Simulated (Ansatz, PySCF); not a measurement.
Bond stretch in IF, singlet.

Levels: RHF/def2-SVP, def2 effective core potentials past Kr (PySCF); RKS-B3LYP = restricted B3LYP/def2-SVP, def2 effective core potentials past Kr (PySCF); RKS-PBE = Ansatz (an electronic-structure program) with restricted PBE/def2-SVP, def2 effective core potentials past Kr.

Energies are in kJ/mol, each relative to the lowest point of its own curve near equilibrium.

```
R / Å    RHF  RKS-B3LYP  RKS-PBE
-----  -----  ---------  -------
1.44   738.0      778.5    792.3
1.53   402.7      439.1    451.0
1.61   215.8      246.6    256.5
1.70    90.1      113.4    120.9
1.78    30.2       46.0     51.4
1.83    10.6       21.3     25.4
1.90     0.0        3.3      5.5
1.98     5.5        0.0      0.0
2.00     9.1        1.3      0.8
2.07    26.8       11.1      8.6
2.23    86.7       52.1     45.3
2.34   135.2       87.5     77.7
2.54   225.4      153.9    138.7
2.89   367.0      255.1    230.5
3.16   455.5      314.6    282.9
3.43   526.2      359.0    320.9
3.79   596.8      399.8    354.4
4.17   648.7      427.2    375.7
4.69   694.5      448.4    391.5
5.09   717.2      457.6    397.5
5.72   740.9      465.6    401.8
6.59   761.9      471.2    403.5
7.61   778.9      475.3    404.5
```

At the longest distance, 7.61 Å, RHF lies highest above its minimum (778.9 kJ/mol) and RKS-PBE lowest (404.5 kJ/mol).

The restricted form behind RHF, RKS-B3LYP, RKS-PBE keeps the bonding electrons paired and can't separate into open-shell fragments. At the longest distance RKS-B3LYP leaves fractional charges on the fragments, a sign of delocalisation error or of the restricted form.
